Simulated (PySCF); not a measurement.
CH3Cl2NSi2. Atoms are numbered in the order given.

```xyz
9

Cl     1.4192    -0.1202     1.6667
Si     0.2265     0.0221     0.0000
Cl     1.4192    -0.1202    -1.6667
N     -0.7296     1.5347     0.0000
C     -1.9308     1.0688     0.0000
Si    -1.9258    -0.8655     0.0000
H     -2.7874     1.7701     0.0000
H     -2.4911    -1.5149    -1.2214
H     -2.4911    -1.5149     1.2214
```
Charge 0, spin multiplicity 1.

Geometry optimised at PBE0-D3(BJ)/def2-SVP. This is a generated structure with no PubChem entry under its InChIKey; it may be hypothetical.

Level of theory: TDA-PBE/def2-SVPD (PySCF).

Vertical excitations. Gas-phase values at a fixed geometry. State labels are in the subgroup Cs.

Computed excitation energies, oscillator strengths and character:
| state | symmetry | energy (eV) | λ (nm) | f | main pairs |
|---|---|---|---|---|---|
| S1 | A" | 3.55 | 349 | 0.000 | HOMO→LUMO 98 % |
| S2 | A' | 4.38 | 283 | 0.000 | HOMO→LUMO+1 100 % |
| S3 | A" | 4.45 | 279 | 0.000 | HOMO−1→LUMO 99 % |
| S4 | A" | 4.91 | 253 | 0.002 | HOMO→LUMO+2 97 % |
| S5 | A' | 5.12 | 242 | 0.004 | HOMO→LUMO+3 90 % |
| S6 | A' | 5.21 | 238 | 0.004 | HOMO−2→LUMO 83 % |
| S7 | A' | 5.48 | 226 | 0.004 | HOMO−3→LUMO 87 % |
| S8 | A" | 5.81 | 213 | 0.001 | HOMO−4→LUMO 98 % |
| S9 | A' | 5.82 | 213 | 0.015 | HOMO→LUMO+4 91 % |
| S10 | A' | 5.88 | 211 | 0.001 | HOMO→LUMO+5 73 %, HOMO−1→LUMO+1 22 % |
| T1 | A" | 2.84 | 437 | 0 | HOMO→LUMO 99 % |
| T2 | A' | 4.23 | 293 | 0 | HOMO→LUMO+1 99 % |
| T3 | A" | 4.25 | 292 | 0 | HOMO−1→LUMO 98 % |
| T4 | A" | 4.63 | 268 | 0 | HOMO→LUMO+2 97 % |
Triplets are in the Tamm–Dancoff approximation.
